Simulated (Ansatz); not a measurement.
Basis-set series for CH3Cl2F2MoN (`C[N]=[Mo]([F])([F])([Cl])[Cl]`). Charge 0, multiplicity 1. Mo takes the def2 core potential. The geometry is a stationary point of PBE0-D4/def2-TZVP.

```xyz
10

C     1.352   -0.036   -1.126
N     0.256    0.075   -0.244
Mo   -1.030    0.124    0.821
F    -2.375    1.026   -0.089
F    -0.828    1.723    1.747
Cl   -2.140   -1.805    0.289
Cl   -0.141   -0.905    2.663
H     2.242   -0.329   -0.563
H     1.132   -0.797   -1.881
H     1.530    0.924   -1.617
```

| functional | basis | functions | energy (Eh) | HOMO (eV) | LUMO (eV) |
| --- | --- | --- | --- | --- | --- |
| PBE0-D4 | def2-SVP | 138 | -1282.01577 | -8.71 | -4.32 |
| PBE0-D4 | def2-QZVPP | 539 | -1282.75806 | -8.74 | -4.29 |
| ωB97M-V | def2-SVP | 138 | -1282.38037 | -10.82 | -2.17 |
| ωB97M-V | def2-QZVPP | 539 | -1283.12632 | -10.91 | -2.19 |

(1) Give the rows for def2-TZVPP. (Estimate.)

## Answers

(1) Computed: 
```json
{"functional": "PBE0-D4", "basis": "def2-TZVPP", "functions": "306", "energy (Eh)": "-1282.71043", "HOMO (eV)": "-8.74", "LUMO (eV)": "-4.30"}
{"functional": "ωB97M-V", "basis": "def2-TZVPP", "functions": "306", "energy (Eh)": "-1283.08049", "HOMO (eV)": "-10.89", "LUMO (eV)": "-2.19"}
```
